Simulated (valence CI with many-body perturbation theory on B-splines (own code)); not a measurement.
Lu XXII: one-electron terms

Method: relativistic CI+MBPT: four valence electrons over a frozen Dirac-Fock core [Kr] 4d10, a basis of 8 s, 8 p, 9 d, 9 f, 6 g, 3 h, 2 i functions for each j, with the one-electron correlation potential Σ1 (screened to all orders), the two-electron term Σ2, the three-electron term Σ3, Breit, model QED; selected single and double excitations, second order for the rest (own B-spline code, finite nucleus).

No measured spectrum was set against this ion. As an estimate, terms of the open shell hold to a few per cent of their energy, and close levels can change places. Core correlation moves these levels by up to 3200 cm⁻¹, and in measured spectra 5 to 20 % of such shifts remained as error; rates that hang on mixing are uncertain with them. Only levels of the ground parity were solved; by the run's estimate the other parity begins above the list, which can be wrong where configurations are misplaced.

These are the spectroscopic orbitals of the CI (the correlating ones are not listed), shaped by the core and the other valence electrons. h is the expectation value of the core's Dirac-Fock operator, without the valence repulsion; Σ1 is computed up to l = 3 at one energy for each symmetry, that of its lowest orbital but kept below the first core excitation, so for empty shells it is not the orbital's own correlation shift; Breit and QED include the response of the core.

| Orbital | h (hartree) | Σ1 (cm⁻¹) | Breit (cm⁻¹) | QED (cm⁻¹) | ⟨r⟩ (bohr) |
| --- | --- | --- | --- | --- | --- |
| 5s1/2 | -22.402 | -20893 | 2392 | 2027 | 0.8956 |
| 6s1/2 | -13.738 | -6305 | 1074 | 906 | 1.472 |
| 7s1/2 | -9.3385 | -3022 | 599 | 510 | 2.169 |
| 5p1/2 | -20.948 | -18876 | 3643 | 14.2 | 0.9271 |
| 6p1/2 | -13.013 | -6116 | 1709 | 7.0 | 1.521 |
| 7p1/2 | -8.9224 | -3004 | 969 | 4.2 | 2.239 |
| 5p3/2 | -20.168 | -16382 | 2059 | 191 | 0.9661 |
| 6p3/2 | -12.635 | -5607 | 984 | 90.9 | 1.569 |
| 7p3/2 | -8.708 | -2812 | 615 | 52.5 | 2.296 |
| 5d3/2 | -17.799 | -13093 | 1180 | -117 | 1.034 |
| 6d3/2 | -11.448 | -5261 | 638 | -61.4 | 1.663 |
| 7d3/2 | -8.0155 | -2756 | 378 | -35.9 | 2.432 |
| 5d5/2 | -17.641 | -12558 | 679 | -50.2 | 1.045 |
| 6d5/2 | -11.368 | -5091 | 367 | -26.2 | 1.676 |
| 7d5/2 | -7.9691 | -2677 | 222 | -15.3 | 2.447 |
| 4f5/2 | -26.031 | -29291 | -79.5 | -374 | 0.5027 |
| 5f5/2 | -14.884 | -10507 | 109 | -92.2 | 1.124 |
| 4f7/2 | -25.929 | -28712 | -1087 | -293 | 0.5061 |
| 5f7/2 | -14.849 | -10411 | -168 | -68.9 | 1.127 |
| 5g7/2 | -12.731 |  | -75.0 | -14.7 | 1.172 |
| 5g9/2 | -12.728 |  | -127 | -10.1 | 1.173 |

Among the shells of the start configuration 4f4, Σ1 is largest in size for 4f5/2, where it is 0.51 % of h.

Lowest root of each symmetry, sizes in configuration state functions:

```tsv
J	Parity	Roots	Reference	Variational	Second order	Change by selected CI (cm⁻¹)	Change by second order (cm⁻¹)
0	even	3	16	8954	8219	-7827	-4
1	even	5	31	22767	34324	-6712	-3
2	even	11	55	25915	94063	-7257	-25
3	even	9	55	23497	81613	-6827	-58
4	even	13	62	24717	87087	-5491	-53
5	even	9	49	24002	201296	-5319	-53
6	even	9	41	24357	33274	-5290	-41
7	even	6	25	23457	145417	-5372	-27
8	even	6	18	24792	106494	-5519	-10
9	even	2	7	17960	76888	-6149	-8
10	even	2	3	13326	4080	-6204	-3
```
